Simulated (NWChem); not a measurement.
**Atomisation of ITl**

```xyz
2

Tl     0.0000     0.0000    -1.1409
I      0.0000     0.0000     1.7437
```
Charge 0, spin multiplicity 1.

Everything below was run with NWChem. Structure: optimised with PBE/def2-SVP with def2 effective core potentials on I, Tl, a minimum by its harmonic frequencies.

Basis set: def2-TZVP. The atomisation energy is electronic alone: no zero-point, thermal, spin-orbit or counterpoise terms. No value is extrapolated to the basis-set limit. Free atoms are single determinants with multiplicities Tl 2, I 2. Correlated methods freeze the same cores in atoms and molecule, 8 orbitals in all.

The cost column gives rough processor time relative to HF; each entry includes its own SCF. Costs are the molecule's.

Effective core potentials replace the inner electrons of I; spin-orbit coupling is left out. B3LYP has NWChem's definition, with VWN1-RPA local correlation. The structure started from a generated list of species. No SCF solution was tested for a lower state. Open-shell Hartree-Fock references start from PBE0 orbitals; any time given for them includes that run. Coupled-cluster values serve here as a point of comparison, not as the truth.

```
method     atomisation energy (kcal/mol)  relative cost
---------  -----------------------------  -------------
B3LYP                               80.3        under 3
BHandHLYP                            ___        under 3
CCSD(T)                             80.4             20
HF                                   ___              1
PBE                                 85.1        under 3
PBE0                                 ___        under 3
MP2                                  ___        under 3
BP86                                84.1        under 3
```

Question: Fill in the missing entries.

Answer: 
- BHandHLYP, atomisation energy (kcal/mol): 77.4
- HF, atomisation energy (kcal/mol): 58.2
- PBE0, atomisation energy (kcal/mol): 82.7
- MP2, atomisation energy (kcal/mol): 85.6
